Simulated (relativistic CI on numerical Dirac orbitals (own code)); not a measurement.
Se8+: sensitivity of the levels to the model

Base calculation: Dirac-Coulomb-Breit CI, separate exchange-only KLI orbitals for each configuration, model QED, unscaled Slater integrals.

Configurations in the expansion (outside the closed core [Ne]): 3s²3p⁶3d⁸, 3s²3p⁵3d⁹, 3s²3p⁶3d⁷4s, 3s²3p⁴3d¹⁰, 3s3p⁶3d⁹, 3s²3p⁶3d⁷4p, 3s²3p⁶3d⁶4s², 3s²3p⁶3d⁷4d, 3s²3p⁶3d⁶4s4p, 3p⁶3d¹⁰, 3s²3p⁶3d⁷5s, 3s²3p⁶3d⁶4p², 3s²3p⁶3d⁷4f, 3s²3p⁶3d⁷5p, 3s²3p⁶3d⁶4s4d, 3s²3p⁶3d⁷5d. Levels of other configurations are missing.

Variants: (1) configuration mixing switched off. Shifts of the energy above 3s²3p⁶3d⁸ ³F4, in cm⁻¹, for the lowest level and the first level of each name with at least 55 % of one term (blank where a level changes its place among those of its configuration and J or its character, or is not in the variant):

```csv
Level,Base,Δ(1)
3s²3p⁶3d⁸ ³F4,0,0
3s²3p⁶3d⁸ ³F3,6184,+2
3s²3p⁶3d⁸ ³F2,9556,+191
3s²3p⁶3d⁸ ¹D2,27627,+3554
3s²3p⁶3d⁸ ³P2,36875,+3224
3s²3p⁶3d⁸ ³P1,37449,+2902
3s²3p⁶3d⁸ ³P0,38087,+3026
3s²3p⁶3d⁸ ¹G4,48942,+51
3s²3p⁶3d⁸ ¹S0,102369,+13144
3s²3p⁶3d⁷4s ⁵F5,627591,+79
3s²3p⁶3d⁷4s ⁵F4,631596,+106
3s²3p⁶3d⁷4s ⁵F3,634877,+106
3s²3p⁶3d⁷4s ⁵F2,637165,+106
3s²3p⁶3d⁷4s ⁵F1,638613,+106
3s²3p⁶3d⁷4s ³F4,642334,+640
3s²3p⁶3d⁷4s ³F3,647802,+666
3s²3p⁶3d⁷4s ³F2,651238,+684
3s²3p⁶3d⁷4s ⁵P3,665148,+967
3s²3p⁶3d⁷4s ⁵P2,665766,+882
3s²3p⁶3d⁷4s ⁵P1,668104,+924
3s²3p⁶3d⁷4s ³G5,669564,+39
3s²3p⁶3d⁷4s ³G4,671312,+84
```

At this charge configurations can still be misplaced by up to about 7 % of their energy. Terms inside the open d or f shell come out 10 to 20 % too wide with unscaled integrals.

Ionisation energy from the two ground configurations alone: base 218.693 eV. The NIST ASD value (theoretical) is 219 eV.

LS names give the leading component of a level, which can be under half, so a name can repeat, a term be missing and a line seem to break the LS rules.
